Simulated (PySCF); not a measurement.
GeH₇NOSi, SMILES [SiH3][NH][GeH2][OH].

Coordinates come from a ωB97X-D3(BJ)/def2-SVP optimisation. The structure was generated by enumeration, and PubChem lists no compound with its InChIKey, so it may never have been made. Other conformers were not sampled.

Level of theory: PBE/def2-TZVP (PySCF).

Gas-phase values at a fixed geometry.

Computed frontier levels, gap, dipole moment and polarisability:
```yaml
highest_occupied_level: -6.19 eV
lowest_empty_level: -0.78 eV
orbital_gap: 5.41 eV
dipole_moment: 0.77 D
quadrupole, principal values (traceless, Buckingham form, about the centre of nuclear charge): -9.13, 2.70, 6.43 D·Å
mean_static_polarisability: 68.9 bohr³ (10.21 Å³)
polarisability_principal_values: 60.9, 63.5, 82.3 bohr³
```
